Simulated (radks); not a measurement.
Excited configurations of the chlorine ion Cl3+: one electron is placed in a higher orbital outside [Ne] 3s2 3p1. The ground configuration is [Ne] 3s2 3p2. Calculated with a radial shooting solver on a logarithmic mesh with Libxc functionals: Dirac Kohn-Sham, LDA (Slater exchange, Perdew-Wang correlation), spin-unpolarised, spherical densities, finite nucleus; open shells are shared between the two j in proportion to 2j + 1; Fermi nuclear charge, rms radius 3.3654 fm. Excitation = E - E(ground); binding = E(ion) - E, where the ion is the core of charge +4; n* = 4/sqrt(2 binding) in atomic units, and the quantum defect is n - n*. Eigenvalue and <r> are those of j = l + 1/2.

| outer orbital | excitation (eV) | binding (eV) | quantum defect | <r> (bohr) |
|---|---|---|---|---|
| 3d | 19.123 | 33.248 | 0.441 | 1.788 |
| 4p | 29.857 | 22.515 | 0.891 | 3.481 |
| 5f | 43.050 | 9.322 | 0.168 | 7.337 |
| 6p | 43.889 | 8.483 | 0.934 | 9.588 |
| 6d | 45.194 | 7.178 | 0.493 | 10.87 |
| 7s | 45.888 | 6.483 | 1.205 | 12.86 |
| 7f | 47.558 | 4.813 | 0.275 | 15.85 |

The Delta-SCF ionisation energy is 52.372 eV (NIST Atomic Spectra Database: 53.2 eV, semi-empirical). Self-interaction in the functional shifts the binding energies and quantum defects, so they are the method's values and not measured ones. Spin polarisation and multiplet splitting are left out, so open shells lie too high by an amount that depends on their filling.

Beside tabulated values, note that spin-unpolarised runs miss the spin-polarisation part of the exchange energy of open shells.
